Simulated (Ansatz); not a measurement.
isocyanic acid anion (CHNO), SMILES N=C=O (connectivity only; charge and spin as stated), charge -1, multiplicity 2.

Coordinates come from a B3LYP-D3(BJ)/def2-TZVPD optimisation. The spin state was assumed, not searched.

Two levels are set side by side: PBE/def2-TZVPD (Ansatz, a first-principles code) and CAM-B3LYP/def2-TZVPD (Ansatz). Energy differences of separate SCF runs at the same geometry; the states with an electron removed or added have multiplicity 1. Differences are taken from unrounded values.

```json
[
 {"quantity": "vertical ionisation energy (eV)", "CAM-B3LYP": "1.06", "PBE": "0.71", "PBE minus CAM-B3LYP": "-0.35"}
]
```
